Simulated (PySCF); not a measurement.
## How methods differ on the ionisation energy of As⁺

As⁺ [Ar] 3d10 4s2 4p2 (3P) → As²⁺ [Ar] 3d10 4s2 4p1 (2P), as a difference of total energies. Computed with PySCF 2.14 in def2-TZVP (6s5p4d1f, 48 functions), with no relativity, point nucleus. Correlated levels: valence: [Ar] 3d10 frozen. The calculations carry no spin-orbit coupling.

```tsv
method	ionisation energy (eV)
UHF	17.978
PBE0	18.564
r2SCAN	18.722
MP2 (valence)	18.353
SCS-MP2 (valence)	18.278
CCSD (valence)	18.382
CCSD(T) (valence)	18.407
```

Problem. How much does correlation contribute at CCSD(T) (valence)?

Solution. 18.407 − (17.978) = 0.429 eV, measured against UHF.

These non-relativistic numbers lack the scalar-relativistic shift.

The reference lies between the lowest fine-structure levels, while these numbers refer to the centres of the terms.

Errors of the correlated levels include the incompleteness of this basis and the frozen core.

For comparison: 18.589 eV (measured; NIST Atomic Spectra Database, ionization energies).
